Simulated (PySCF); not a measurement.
IO: frontier orbitals

r²SCAN at R = 1.892 Å; I cc-pVTZ-PP with ECP28, O cc-pVTZ; scalar-relativistic core potentials (PySCF 2.14). State: ²Π (doublet), unpaired electrons π ↑. Only the outer orbitals are listed, counted within each symmetry, core potentials removing the inner ones.

| spin | orbital | occ. | ε (eV) | on I (%) | main shells (%) |
| --- | --- | --- | --- | --- | --- |
| α | 5σ | 1 | -26.02 | 16 | 82 O s, 10 I s |
| α | 6σ | 1 | -18.23 | 85 | 83 I s, 11 O s |
| α | 7σ | 1 | -10.66 | 38 | 57 O p, 34 I p |
| α | 3π | 1 | -10.41 | 29 | 70 O p, 28 I p |
| α | 3π | 1 | -9.30 | 46 | 54 O p, 44 I p |
| α | 4π | 1 | -7.32 | 74 | 72 I p, 26 O p |
| α | 4π | 1 | -6.39 | 58 | 56 I p, 42 O p |
| α | 8σ | 0 | -3.08 | 77 | 62 I p, 26 O p, 10 I d |
| α | 9σ | 0 | 3.15 | 101 | 98 I s |
| α | 2δ | 0 | 5.52 | 100 | 99 I d |
| β | 5σ | 1 | -24.78 | 22 | 75 O s, 16 I s |
| β | 6σ | 1 | -17.73 | 81 | 79 I s, 16 O s |
| β | 7σ | 1 | -10.28 | 40 | 54 O p, 36 I p |
| β | 3π | 1 | -9.04 | 52 | 51 I p, 48 O p |
| β | 3π | 1 | -8.64 | 69 | 68 I p, 30 O p |
| β | 4π | 1 | -6.04 | 52 | 49 I p, 48 O p |
| β | 4π | 0 | -5.17 | 37 | 64 O p, 32 I p |
| β | 8σ | 0 | -2.76 | 74 | 59 I p, 28 O p, 10 I d |
| β | 9σ | 0 | 3.40 | 101 | 99 I s |

Problem. Which are the highest filled and the lowest empty level, where do they sit, and how wide is the gap?

Solution. Highest filled β 4π at -6.04 eV (in %: 49 I p, 48 O p); lowest empty β 4π at -5.17 eV (in %: 64 O p, 32 I p); the gap at r²SCAN is 0.87 eV. Both belong to one degenerate shell, split only by its one-sided filling, so this is no excitation gap.

```json
{"bond order (Mayer)": "1.58", "⟨S²⟩": "0.757", "charge on I (Mulliken, basis-dependent)": "0.37", "charge on I (Löwdin, basis-dependent)": "0.39", "dipole moment (positive dipole means I(−)O(+))": "-2.25 D"}
```

Shares are Mulliken populations and can fall outside 0 to 100 %.

Spin–orbit coupling is left out. The state was picked by a PBE0 search and need not be the measured ground state.
